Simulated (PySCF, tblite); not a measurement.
A set of runs on `C#[C][Al@-]([CH3])([NH3+])[F]`; the geometry of each is named by its level. Settings lines and outputs come from a driver script.

Compound: C₃H₇AlFN.
SMILES with atom numbers: `[CH:1]#[C:2][Al@-:3]([CH3:4])([NH3+:5])[F:6]` (hydrogens: H7 on C1; H8, H9, H10 on C4; H11, H12, H13 on N5)

Step 1: GFN2-xTB geometry optimisation, gas phase (tblite 0.8.0) (from a force-field or distance-geometry start)
```json
{"job": {"kind": "relax", "xc": "GFN2-xTB", "basis": "xTB"}, "charge": 0, "multiplicity": 1}
```
```
step      E/eV     max force
  0    -508.81143    3.430
  1    -509.07678    2.251
  2    -509.17535    3.945
...
 66    -509.43410    0.010
 67    -509.43411    0.011
 68    -509.43413    0.012
 69    -509.43415    0.011
 70    -509.43416    0.009
```

Energy lowered by 14.4 kcal/mol over 70 steps; largest atomic force 0.009 eV/Å at the end. «max force» is the largest atomic force in eV/Å.

Time: 0.61 s of wall time. Hardware: Arm Neoverse N1, one thread, shared host with 64 logical CPUs at a one-minute load of 60.

Step 2: GFN2-xTB harmonic vibrations, gas phase (tblite 0.8.0) (on the GFN2-xTB geometry)
```json
{"job": {"kind": "ir", "xc": "GFN2-xTB", "basis": "xTB"}, "charge": 0, "multiplicity": 1}
```
```
(table of modes left out)
```

33 modes from 37 to 3427 cm⁻¹ (unscaled, harmonic); zero-point energy 56.7 kcal/mol; all wavenumbers are real at this level.

Time: 0.53 s of wall time. Hardware: one thread of an Arm Neoverse N1, shared host with 64 logical CPUs at a one-minute load of 60.

Step 3: TDDFT PBE0/def2-SVPD, vertical, gas phase, core orbitals frozen in the response (PySCF 2.14.0, density-fitted response routines) (on the GFN2-xTB geometry)
```json
{"job": {"kind": "uv", "xc": "PBE0", "basis": "def2-SVPD", "nstates": 8, "ntriplets": 3}, "charge": 0, "multiplicity": 1}
```
```
...
Static polarisability (au): isotropic 68.610, principal 57.770 64.173 83.887
Singlet excitations
state   eV       nm        f      main configurations
  1   6.0209    205.9   0.00203   H->L+1 0.42, H->L 0.26
  2   6.3064    196.6   0.01328   H-1->L 0.39, H->L+2 0.17, H-1->L+1 0.16
  3   6.3563    195.1   0.02353   H->L 0.47, H-1->L+2 0.19, H->L+2 0.11
  4   6.4933    190.9   0.01875   H-1->L+2 0.34, H->L 0.17, H->L+1 0.14
  5   6.6538    186.3   0.01883   H-1->L 0.53, H-1->L+1 0.25, H-1->L+2 0.14
  6   6.7145    184.7   0.00315   H-2->L 0.80, H->L+1 0.11
  7   7.0829    175.0   0.05103   H-2->L+1 0.78, H->L+1 0.13
  8   7.4112    167.3   0.12850   H-2->L+2 0.61, H->L+2 0.32
Triplet excitations (Tamm-Dancoff, eV): 4.9582 5.4188 5.4507
```

HOMO -7.63 eV, LUMO -0.39 eV; lowest singlet 6.02 eV; lowest triplet 4.96 eV (Tamm–Dancoff); mean polarisability 68.6 au.

On an Intel Xeon at 2.50 GHz with one thread (shared host), this took 84 s wall, 70 s CPU (grids of density and orbitals included) and 0.72 GiB of memory at its peak.

Geometry of the electronic-property runs (GFN2-xTB):
```
atom  x, y, z in Å
C1     2.2856    0.7512   -1.8342
C2     1.5151    0.3585   -0.9889
Al3    0.3563   -0.4201    0.3845
C4    -1.0971   -1.6891   -0.1068
N5    -0.6311    1.3508    0.8913
F6     1.0485   -0.5441    1.8971
H7     2.9480    1.1067   -2.5754
H8    -0.6816   -2.6628   -0.3837
H9    -1.6616   -1.3527   -0.9798
H10   -1.8285   -1.8919    0.6818
H11   -1.1500    1.7946    0.1415
H12    0.1345    1.9642    1.1600
H13   -1.2425    1.2352    1.6948
```

 (This holds for the electronic-property runs.)
